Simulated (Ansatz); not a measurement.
```xyz
9

S     1.450    0.119    0.833
C    -0.122    0.774    0.335
B    -0.316   -0.725    0.642
C    -0.535   -0.137   -0.789
H     2.088   -0.046   -0.358
H    -0.406    1.780    0.603
H    -0.736   -1.472    1.460
H     0.149   -0.274   -1.628
H    -1.572   -0.019   -1.097
```

The species carries charge 0 and has multiplicity 1. The bonds changed during the relaxation, so this is another structure than the one it started from.

List the ωB97M-V/def2-TZVPP orbital energies in eV (the Gaussian-basis code of Ansatz). (Estimate.)

Computed: Occupied: -2428.20, -282.18, -281.18, -222.11, -187.58, -165.24, -165.12, -165.07, -27.01, -22.76, -19.16, -17.17, -15.32, -14.85, -13.62, -11.84, -11.01, -10.57, -9.26. Lowest empty: 2.05, 2.45, 2.69, 3.02, 3.26, 3.57, 4.73, 4.96.
